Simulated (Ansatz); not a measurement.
A trace of molecular dynamics of C$_{2}$H$_{10}$ClNOSi$_{2}$ (17 atoms, charge 0, multiplicity 1).

All numbers below come from RKS B3LYP/STO-3G (Ansatz 0.2.0).

```json
{
  "ensemble": "NVE (velocity Verlet)",
  "starting velocities drawn for": "100 K",
  "seed": "358674"
}
```

| time (fs) | T (K) | potential energy less start (eV) | conserved less start (meV/atom) |
| --- | --- | --- | --- |
| 0.0 | 100 | 0.000 | 0.00 |
| 6.0 | 48 | 0.103 | 0.13 |
| 12.0 | 57 | 0.087 | 0.17 |
| 18.0 | 57 | 0.085 | 0.14 |
| 24.0 | 37 | 0.125 | 0.13 |
| 30.0 | 68 | 0.063 | 0.09 |
| 36.0 | 42 | 0.115 | 0.18 |
| 42.0 | 50 | 0.100 | 0.15 |
| 48.0 | 63 | 0.075 | 0.13 |
| 54.0 | 34 | 0.132 | 0.22 |
| 60.0 | 54 | 0.093 | 0.17 |
| 66.0 | 39 | 0.121 | 0.15 |
| 72.0 | 39 | 0.120 | 0.14 |
| 78.0 | 50 | 0.101 | 0.20 |
| 84.0 | 39 | 0.123 | 0.24 |
| 90.0 | 55 | 0.089 | 0.15 |
| 96.0 | 62 | 0.074 | 0.09 |
| 102.0 | 41 | 0.118 | 0.16 |
| 108.0 | 50 | 0.099 | 0.16 |
| 114.0 | 40 | 0.119 | 0.18 |
| 120.0 | 44 | 0.112 | 0.15 |
| 126.0 | 61 | 0.078 | 0.11 |
| 132.0 | 50 | 0.099 | 0.13 |
| 138.0 | 54 | 0.090 | 0.12 |
| 144.0 | 51 | 0.099 | 0.18 |
| 150.0 | 38 | 0.124 | 0.19 |

Question: Can this run be trusted? Judge the integration.

Answer: The conserved energy stayed within 0.25 meV per atom of its start (net change 0.19 meV per atom), so the integration is sound. The temperature averaged 0.50 of the 100 K drawn at the start: a run that starts near a minimum puts about half its kinetic energy into the potential. A run of 0.15 ps of so small a system gives no equilibrium averages. Limits of this set-up: minimal basis. The time step was 1 fs.

The run took 13 min on 1 thread of Arm Neoverse V2, with other jobs on the host, peak memory 0.16 GiB.
